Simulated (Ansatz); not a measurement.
C14H11N⁻, that is 1CB with one electron more. Charge -1, multiplicity 2. Geometry PBE-D4/def2-SVP; atoms count from 1.

```tsv
atom	x (Å)	y (Å)	z (Å)
C1	2.7711	-3.4240	-1.7601
C2	1.8724	-2.3416	-1.2228
C3	1.8489	-1.0373	-1.7742
C4	1.0434	-0.0240	-1.2553
C5	0.1807	-0.2294	-0.1251
C6	-0.6601	0.8184	0.4216
C7	-0.7908	2.1120	-0.2004
C8	-1.5923	3.1166	0.3141
C9	-2.3518	2.9280	1.5199
C10	-3.1702	3.9496	2.0520
N11	-3.8584	4.8075	2.4983
C12	-2.2315	1.6446	2.1566
C13	-1.4284	0.6482	1.6289
C14	0.2123	-1.5595	0.4173
C15	1.0214	-2.5636	-0.1092
H16	2.2483	-4.4038	-1.8361
H17	3.1500	-3.1714	-2.7729
H18	3.6680	-3.6024	-1.1184
H19	2.4944	-0.8124	-2.6425
H20	1.0860	0.9669	-1.7320
H21	-0.2475	2.3190	-1.1352
H22	-1.6598	4.0835	-0.2100
H23	-2.7908	1.4592	3.0877
H24	-1.3723	-0.3062	2.1748
H25	-0.4359	-1.8108	1.2704
H26	0.9924	-3.5671	0.3527
```

The highest occupied level of the relaxed charge -1 doublet lies above zero (up to 0.58 eV). By energy differences its removal costs 0.60 eV (each at its own geometry, to the charge 0 singlet, at PBE0-D4/def2-SVP); self-interaction error and the lack of diffuse functions both raise the level.

(1) Estimate the Mulliken populations from the PBE0/def2-SVP orbitals of Ansatz.

(2) Where does the spin sit?

(3) And the Mayer bond orders between bonded heavy atoms (over 0.3)?

Results:

(1) 
| atom | charge (e) | spin (α − β) |
| --- | --- | --- |
| C1 | 0.00 | -0.03 |
| C2 | -0.13 | 0.24 |
| C3 | -0.04 | -0.10 |
| C4 | -0.07 | 0.16 |
| C5 | 0.04 | -0.01 |
| C6 | 0.02 | 0.23 |
| C7 | -0.08 | 0.03 |
| C8 | 0.01 | 0.02 |
| C9 | -0.20 | 0.24 |
| C10 | -0.10 | -0.05 |
| N11 | -0.15 | 0.16 |
| C12 | 0.01 | 0.02 |
| C13 | -0.08 | 0.03 |
| C14 | -0.07 | 0.14 |
| C15 | -0.04 | -0.09 |
| H16 | 0.02 | 0.01 |
| H17 | 0.02 | 0.00 |
| H18 | 0.03 | 0.02 |
| H19 | -0.03 | 0.00 |
| H20 | -0.02 | -0.01 |
| H21 | -0.02 | 0.00 |
| H22 | -0.02 | 0.00 |
| H23 | -0.02 | 0.00 |
| H24 | -0.02 | 0.00 |
| H25 | -0.02 | -0.01 |
| H26 | -0.03 | 0.00 |
Mulliken values and Mayer orders depend strongly on the basis.

(2) Summed by element: C 0.84, N 0.16, H 0.01, of 1 unpaired in all. Largest on single atoms: C2 0.24, C9 0.24, C6 0.23.

(3) C1–C2 1.07 (1.51 Å); C2–C3 1.34 (1.42 Å); C2–C15 1.32 (1.42 Å); C3–C4 1.46 (1.39 Å); C4–C5 1.26 (1.44 Å); C5–C6 1.22 (1.45 Å); C5–C14 1.26 (1.44 Å); C6–C7 1.22 (1.44 Å); C6–C13 1.22 (1.44 Å); C7–C8 1.54 (1.38 Å); C8–C9 1.23 (1.44 Å); C9–C10 1.20 (1.41 Å); C9–C12 1.23 (1.44 Å); C10–N11 2.87 (1.19 Å); C12–C13 1.54 (1.38 Å); C14–C15 1.48 (1.39 Å).
